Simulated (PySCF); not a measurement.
Here is a job for PySCF.
```python
from pyscf import gto, scf, dft

mol = gto.Mole()
mol.atom = '''
    Ge    0.01662620    0.00626078    1.00353305
    Br    1.08727208   -1.65040649   -0.46661885
    Br   -1.10247318    1.64468236   -0.45089707
'''
mol.basis = 'cc-pvdz'
mol.spin = 2
mol.verbose = 4
mol.build()

mf = dft.UKS(mol)
mf.xc = 'wb97x'
mf.kernel()
```

Give the number of basis functions at the level WB97X/cc-pVDZ (PySCF).

81

Estimate the <S^2> that WB97X/cc-pVDZ returns for this input.

2.017

These values belong to the state on which the SCF converged, which isn't shown to be the lowest.
